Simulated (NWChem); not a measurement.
## Correlation energy of HGe

```xyz
2

Ge     0.0000     0.0000     0.0486
H      0.0000     0.0000    -1.5556
```
Charge 0, spin multiplicity 2.

Everything below was run with NWChem. All single points use one geometry, from UPBE0/def2-SVP, a minimum by its harmonic frequencies.

Basis set: def2-TZVP. Each correlation energy counts from its own Hartree-Fock reference.

The Hamiltonian is non-relativistic. The correlated methods keep 9 core orbitals frozen. This spin state was chosen for the runs; another may lie lower. The structure started from a generated list of species. The unpaired electrons of the parent sit in orbitals of symmetry b1 (C2v labels of the run); other states weren't searched. The stability of the SCF solutions was not checked. Open-shell Hartree-Fock references start from PBE0 orbitals. No row is a measurement; the coupled-cluster row has its own basis-set and correlation limits.

Problem. One of these methods gave a correlation energy of -226.4 mHa. Which?
(A) CCSD on ROHF
(B) CCSD on UHF
(C) CCSD[T] on UHF
(D) CCSD(T) on ROHF

Solution. C, CCSD[T] on UHF. The others give -218.5 (CCSD on UHF), -229.7 (CCSD(T) on ROHF), -222.4 (CCSD on ROHF).
